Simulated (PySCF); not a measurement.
Species: Zr(OSiMe3)Cl3, C3H9Cl3OSiZr (singlet state).
Geometry (PBE0-D3(BJ)/def2-SVP, Å), atoms numbered from 1 in this order:
```xyz
18
C3H9Cl3OSiZr angstrom
Zr     0.7703   -0.6921   -2.7760
O      0.3714   -0.1129   -1.0345
Si    -0.1311    0.1842    0.5678
C      0.4973    1.8828    1.0191
C      0.6329   -1.1594    1.6170
C     -1.9971    0.0932    0.5624
H      0.2455    2.1334    2.0618
H      0.0506    2.6503    0.3680
H      1.5915    1.9368    0.9099
H      1.7323   -1.1157    1.5734
H      0.3302   -1.0591    2.6714
H      0.3160   -2.1544    1.2672
H     -2.4273    0.8596   -0.1008
H     -2.3358   -0.8929    0.2074
H     -2.4065    0.2481    1.5732
Cl     3.0863   -1.0221   -2.9785
Cl     0.0348    0.9188   -4.3088
Cl    -0.4175   -2.6816   -3.1221
```

The calculation used PySCF 2.14.0, density-fitted response routines, TDDFT CAM-B3LYP/def2-SVPD, vertical, gas phase, core orbitals frozen in the response, def2 core potentials past Kr. Spin–orbit coupling is left out. Note that the optimisation stopped short of convergence; the values belong to its last geometry.

Ground-to-excited transition dipoles (e·a0, same axes as the geometry; the sign carries no meaning), for the states with f of 0.002 or more among the lowest 10:

| state | E (eV) | μx | μy | μz |
| --- | --- | --- | --- | --- |
| S4 | 6.370 | -0.299 | -0.230 | 0.283 |
| S5 | 6.377 | 0.030 | 0.379 | 0.141 |
| S6 | 6.404 | -0.390 | 0.184 | -0.226 |
| S7 | 6.645 | 0.139 | -0.074 | 0.072 |
| S8 | 6.677 | 0.065 | 0.086 | -0.111 |
| S10 | 6.784 | 0.072 | -0.122 | -0.344 |

What oscillator strength does each state have?

f = (2/3) ΔE |μ|² with ΔE in hartree (27.2114 eV).

```csv
state,|μ|² (au),|μ| (D),f
S4,0.222,1.20,0.035
S5,0.165,1.03,0.026
S6,0.237,1.24,0.037
S7,0.030,0.44,0.005
S8,0.024,0.39,0.004
S10,0.139,0.95,0.023
```

What angle do the transition dipoles of S4 and S10 make?

|cos θ| = |μa·μb| / (|μa| |μb|) = 0.52, so θ ≈ 59° (taken between 0 and 90°, since the signs are arbitrary).

How is the summed strength of these states shared among x, y and z?

(2/3) Σ ΔE μα² gives 0.043 for x, 0.041 for y and 0.046 for z, 0.129 in all.

What peak molar absorption coefficient would the strongest computed level give as a lone Gaussian band 0.3 eV wide at half height?

ε(max) = 2.175×10⁸ f / FWHM, with the width in cm⁻¹. S6: 2.175×10⁸ × 0.0371 / 2420 ≈ 3300 L mol⁻¹ cm⁻¹.

Time: 5.4 min of wall time (grids of density and orbitals included); peak memory 1.9 GiB. Hardware: Arm Neoverse N1, one thread, shared host.
